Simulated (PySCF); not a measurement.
Distorted geometries of [TaBr6]−

[TaBr6]− (singlet). PySCF 2.14.0, RKS BP86, Ta def2-SVP with ECP60, Br def2-SVP; non-relativistic Hamiltonian with scalar-relativistic core potentials where named; density fitting; no spin-orbit coupling. Relaxed geometry:

```xyz
7

Ta    0.0000    0.0000    0.0000
Br    0.0000    0.0000    2.5609
Br    0.0000    0.0000   -2.5609
Br    2.5609    0.0000    0.0000
Br    0.0000    2.5609    0.0000
Br   -2.5609    0.0000    0.0000
Br    0.0000   -2.5609    0.0000
```

Order these distorted geometries by energy above the relaxed one, lowest first.
A.
```xyz
7

Ta    0.0283    0.1523    0.0762
Br   -0.0071    0.1252    2.5712
Br    0.0139   -0.0130   -2.7854
Br    2.6013   -0.0601    0.0489
Br   -0.0392    2.4640    0.0014
Br   -2.6473   -0.0290   -0.0180
Br    0.0502   -2.6393    0.1056
```
B.
```xyz
7

Ta    0.1846   -0.1017   -0.1728
Br   -0.0126    0.0100    2.2812
Br    0.0574   -0.0607   -2.4613
Br    2.3511   -0.0754    0.2065
Br    0.0074    2.7579   -0.1831
Br   -2.4865    0.0083    0.0371
Br   -0.1013   -2.5385    0.2924
```
C.
```xyz
7

Ta    0.0262   -0.0468    0.0138
Br    0.0064    0.0024    2.5495
Br   -0.0049   -0.0292   -2.5559
Br    2.5439    0.0173    0.0270
Br   -0.0311    2.5463   -0.0278
Br   -2.5601    0.0497    0.0160
Br    0.0195   -2.5397   -0.0227
```

C (0.05 eV), A (0.82 eV), B (2.11 eV).

Which forces (eV/Å) act in the one that lies 0.82 eV up?


```
Ta  -0.41 -4.51 -1.38
Br  -0.04 -0.04  0.31
Br   0.04  0.14  1.46
Br  -0.46  0.21 -0.08
Br  -0.01  3.02 -0.27
Br   0.98  0.07  0.01
Br  -0.10  1.11 -0.05
```
Forces carry noise of the integration grid, about 0.01 to 0.03 eV/Å.

No other spin state of this charge was computed.
